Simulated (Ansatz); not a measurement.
**Relative stability**

Two isomers of NaBGeH4, closed shell, relaxed at PBE0-D4/def2-TZVP (vibrations not checked).

A:

```xyz
7
angstrom
B -0.8444 0.0624 -0.5820
Ge 0.6054 0.6236 0.5470
Na 0.2682 -2.2246 -0.2449
H -1.8647 -0.3435 -0.0871
H -0.6821 -0.0095 -1.7732
H 0.5480 0.7455 2.0816
H 1.9698 1.1461 0.0587
```

B:

| atom | x (Å) | y (Å) | z (Å) |
| --- | --- | --- | --- |
| Na1 | -0.3621 | -0.9809 | 3.1985 |
| B2 | 0.0388 | -0.8888 | 0.7517 |
| Ge3 | 0.5144 | 0.8861 | -0.1812 |
| H4 | 0.0643 | -1.8475 | 0.0186 |
| H5 | 0.3614 | 1.0467 | -1.7187 |
| H6 | -0.1883 | 2.1233 | 0.4333 |
| H7 | 2.0240 | 1.1100 | 0.1147 |

Ansatz 0.2.0; basis: def2-TZVPP; cores frozen in the correlated methods. Filled d shells of the heavier atoms are correlated. The outer core shell of Li, Na, Mg and K is correlated. The def2 sets are not built for correlating such inner shells, so the correlated values are less sure here. B3LYP uses VWN-RPA correlation.

(1) Which structure is lower at CCSD(T), and by how much? (To be estimated.)

The T1 diagnostic stays at or below 0.014. The restricted Hartree–Fock reference is unstable towards an unrestricted one at one or more of these structures.

Answers

(1) Computed: A, by 1.689 eV (electronic energy, against the other). By their contacts, A is NaBGeH₄ ([BH2]1[Na][GeH2]1) and B is NaBGeH₄ ([Na][BH][GeH3]).

All methods give the same order:

| method | E(B) − E(A) (eV) |
| --- | --- |
| PBE-D4 | 1.815 |
| r2SCAN-D4 | 1.821 |
| PBE0-D4 | 1.770 |
| B3LYP-D4 | 1.690 |
| wB97M-V | 1.680 |
| HF | 1.321 |
| MP2 | 1.827 |
| CCSD | 1.607 |
| CCSD(T) | 1.689 |

Labels in which every atom is bracketed show which atoms are joined, not bond orders.
